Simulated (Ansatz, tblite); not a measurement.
Forces on the cluster Si4H6 at its PBE-D4/def2-SVP geometry. Total charge 0; singlet.

The xTB rows come from tblite. Another isomer (singlet) lies 0.07 eV lower at PBE0-D4/def2-TZVP; other spin states weren't run for this one.

GFN1-xTB (tblite), largest force 1.16 eV/Å:

```xyz
10
positions Å, forces eV/Å
Si    1.779    0.374    0.065    0.753    0.232    0.087
Si    0.084   -1.031    0.753    0.034   -1.128    0.266
Si   -1.731    0.356    0.433   -0.721    0.224    0.241
Si   -0.130    0.340   -1.229   -0.120   -0.159   -1.143
H     0.120   -2.508    1.031    0.018    0.450    0.192
H     2.246    1.573    0.846    0.124   -0.484   -0.352
H    -0.283    0.070   -2.699    0.034    0.346    0.348
H    -2.037    1.550    1.296   -0.189   -0.485   -0.321
H     2.941   -0.348   -0.559   -0.313    0.500    0.377
H    -2.989   -0.378    0.063    0.379    0.503    0.305
```

GFN2-xTB (tblite), largest force 1.26 eV/Å:

```
Si 0.581 -0.080 -0.110
Si 0.091 -0.950 0.819
Si -0.591 -0.086 0.012
Si -0.126 0.426 -1.176
H 0.007 0.456 0.080
H -0.045 -0.471 -0.325
H 0.040 0.242 0.393
H -0.019 -0.471 -0.329
H -0.329 0.466 0.356
H 0.391 0.469 0.280
```

PBE-D4/def2-TZVP (Ansatz), largest force 0.15 eV/Å:

```
Si -0.034 -0.046 -0.020
Si -0.009 0.076 -0.090
Si 0.029 -0.046 -0.026
Si 0.010 -0.062 0.101
H -0.001 0.115 -0.012
H -0.033 -0.116 -0.081
H 0.011 0.035 0.110
H 0.017 -0.115 -0.087
H -0.104 0.079 0.064
H 0.114 0.080 0.041
```
